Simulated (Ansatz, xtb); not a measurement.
# Relative energy of two structures of ClF3Ge2

We compare a, a singlet given by its coordinates, with b, a singlet given by its coordinates. Both are isolated molecules in the gas phase, relaxed with PBE-D3(BJ)/def2-SVP.

a (Å):

```
atom    x (Å)   y (Å)    z (Å)
  Cl  -1.9553  0.3089  -4.3238
   F  -1.4342  3.1789  -3.1377
   F   0.7522  1.6702  -2.3795
   F  -1.8212  1.4622  -1.3968
  Ge  -0.3095  2.7841  -1.5172
  Ge  -2.9243  1.8239  -3.0451
```

Close contacts (Å): Cl1–Ge6 2.21, F2–Ge5 2.01, F2–Ge6 2.02, F3–Ge5 1.76, F4–Ge5 2.01, F4–Ge6 2.02.

b (Å):

```xyz
6

Cl    2.6153    1.8304   -2.2109
F     3.9465   -3.2394   -2.2593
F     3.1717   -0.9545   -0.9871
F     3.0707   -0.9572   -3.4697
Ge    4.5733   -1.5854   -2.2867
Ge    1.7347   -0.2096   -2.1729
```

Close contacts (Å): Cl1–Ge6 2.22, F2–Ge5 1.77, F3–Ge5 2.01, F3–Ge6 2.01, F4–Ge5 2.01, F4–Ge6 2.01.

Question: Estimate E(b) − E(a) at the level CCSD(T)/def2-SVP + ΔMP2/def2-TZVPP.

Answer: Calculated at CCSD(T)/def2-SVP + ΔMP2/def2-TZVPP: E(b) − E(a) = −1.65 kcal/mol, so structure b lies lower.

Level by level:

| level | geometry | E(b) − E(a) (kcal/mol) | departure from the last row (kcal/mol) | job, with rough time for the two |
| --- | --- | --- | --- | --- |
| PBE-D3(BJ)/def2-SVP | PBE-D3(BJ)/def2-SVP | −1.19 | +0.45 | optimisation, 22 s |
| HF/def2-SVP | PBE-D3(BJ)/def2-SVP | −2.04 | −0.39 | part of the CCSD(T) run |
| MP2/def2-SVP | PBE-D3(BJ)/def2-SVP | −1.21 | +0.44 | part of the CCSD(T) run |
| CCSD(T)/def2-SVP | PBE-D3(BJ)/def2-SVP | −1.27 | +0.38 | single point |
| CCSD(T)/def2-SVP + ΔMP2/def2-TZVPP | PBE-D3(BJ)/def2-SVP | −1.65 |  | single point, 40 s |

None of the levels shown reverses the order. The largest departure from CCSD(T)/def2-SVP + ΔMP2/def2-TZVPP is that of PBE-D3(BJ)/def2-SVP, 0.45 kcal/mol. Levels run at GFN2-xTB geometries aren't shown. The last row adds to CCSD(T) the change of the MP2 difference between the two basis sets, here −0.38 kcal/mol.

With harmonic frequencies from PBE-D3(BJ)/def2-SVP (ideal gas, rigid rotor, one conformer each, 298.15 K, 1 atm): on the last row, ΔE + ΔZPE = −1.67 kcal/mol. A mode under 50 cm⁻¹ makes harmonic enthalpies and free energies unreliable, so none is given.

The correlated steps freeze 26 core orbitals; the filled d shell of Ge is correlated, in a basis made for valence electrons. Run with Ansatz 0.2.0; the last row on 2 threads of Intel(R) Xeon(R) 6975P-C (Granite Rapids) on a shared host.
